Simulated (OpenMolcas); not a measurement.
Zn I: effect of the active space

```yaml
Program: OpenMolcas
Method: XMS-CASPT2 or its RAS form, IPEA 0.25 Eh, imaginary shift 0.1 Eh
Basis: ANO-RCC-VTZP
Scalar_Hamiltonian: DKH2, point nucleus
Spin-orbit_coupling: RASSI with atomic mean-field integrals over the reference wave functions, term energies averaged over their components
```

A. 2 electrons in 4 orbitals (4s 4p); 2S+1 = 3 even, 3 roots; 2S+1 = 1 even, 1 root; 2S+1 = 3 odd, 3 roots; 2S+1 = 1 odd, 3 roots; closed shells correlated: 3d; CASPT2 step roughly 2 core-seconds
B. 2 electrons in 8 orbitals (4s 4p 5s 5p); 2S+1 = 3 even, 3 roots; 2S+1 = 1 even, 1 root; 2S+1 = 3 odd, 3 roots; 2S+1 = 1 odd, 3 roots; closed shells correlated: 3d; CASPT2 step of the order of 3 core-seconds
C. 2 electrons in 9 orbitals (RAS2 4s 4p; RAS3 4d, at most 2 electrons); 2S+1 = 3 even, 3 roots; 2S+1 = 1 even, 1 root; 2S+1 = 3 odd, 3 roots; 2S+1 = 1 odd, 3 roots; closed shells correlated: 3d; CASPT2 step about 4 core-seconds

Energies in cm⁻¹ above 4s² ¹S₀, the measured ground level; measured values from NIST Handbook of Basic Atomic Spectroscopic Data.

```csv
Level,A,B,C,Measured
4s² ¹S₀,0.0,0.0,0.0,0.0
4s 4p ³P°₀,31810,31790,31760,32311
4s 4p ³P°₁,31970,31950,31920,32501
4s 4p ³P°₂,32300,32280,32250,32890
4s 4p ¹P°₁,50110,50000,49670,46745
```

Deviations, from unrounded energies. A percentage is the sum of absolute deviations over the sum of measured energies, with the sign that they share, or ± where signs differ.

| Against measurement | Levels | A | B | C |
| --- | --- | --- | --- | --- |
| mean absolute deviation (cm-1) | 4 | 1200 | 1200 | 1200 |
| other configurations (%) | 4 | ±3.4 | ±3.4 | ±3.2 |

B, C lie about equally close to measurement and A furthest from it. The largest miss of C in the table is 4s 4p ¹P°₁, by +2900 cm-1. The ranking rests on the paired levels alone, and a cruder setting can come out closer through cancelling errors.

Among A to C the level of the table that moves most is 4s 4p ¹P°₁, by 440 cm-1 (lowest in C, highest in A). Moves below CASPT2's spread within the term are not significant.

CASPT2 does not keep the components of a term degenerate, so their means are used; among the terms shown or strongly mixed into the levels shown the widest spread is 46 cm-1 (4s 4p ³P°, C). Active for correlation alone: 5p 5s; no level in the range computed is led by a configuration that fills them, so any true level of that kind is missing (holds for B). Active for correlation alone: 4d; no level in the range computed is led by a configuration that fills it, so any true level of that kind is missing (holds for C). Measured partners are found by configuration, term and J. A level has none where our copy of the source lacks it or the pairing is in doubt (some pairs that miss far off the trend of their configuration count as doubtful), and it then counts in no deviation. Levels of configurations outside the active space are missing. The table leaves out levels that lie high or whose names do not pair safely across all columns.

° marks odd parity.
